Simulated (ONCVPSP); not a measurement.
Building the ONCV potential for europium (PBEsol, scalar-relativistic).

```
Element                 : europium (Eu)
Generator               : ONCVPSP 4.0.1
Type                    : optimised norm-conserving Vanderbilt (ONCV)
Functional              : PBEsol
Relativity              : scalar-relativistic
Frozen core             : [Kr] 4d10
Valence charge          : 17
Reference configuration : 4f6 5s2 5p6 (charge +3)
Partial waves           : 5s: rc 2.15 bohr, ncon 4, nbas 8, qcut 4.7 1/bohr, 2 projectors, debl 2.6 Ha; 5p: rc 2.35 bohr, ncon 4, nbas 8, qcut 7.4 1/bohr, 3 projectors, debl 3.5 Ha; d scattering state at 0.21 Ha: rc 1.80 bohr, ncon 4, nbas 9, qcut 5.6 1/bohr, 2 projectors, debl 3.1 Ha; 4f: rc 1.35 bohr, ncon 4, nbas 9, qcut 15.2 1/bohr, 2 projectors, debl 1.5 Ha
Local potential         : polynomial inside 1.25 bohr (lpopt 5, dvloc0 0 Ha)
Core correction         : none
```

In the s channel the program set the typed energies aside and used -2.680, 0.050 Ha. In the p channel the program set the typed energies aside and used -1.873, 0.050, 3.550 Ha. In the d channel the program set the typed energies aside and used 0.050, 3.150 Ha.

All-electron outer shells of the reference configuration (PBEsol, scalar-relativistic, ld1.x):

| shell | level (eV) | outermost node (bohr) | outermost maximum (bohr) |
| --- | --- | --- | --- |
| 5p | -50.96 | 0.72 | 1.38 |
| 4f | -33.15 | – | 0.59 |

(1) Does this generation succeed?

## Answers

(1) No. ONCVPSP 4.0.1 stopped with "sratom123: lschfb convergence ERROR n,l,iter= 4 3 4": the all-electron bound-state solver failed for one shell.
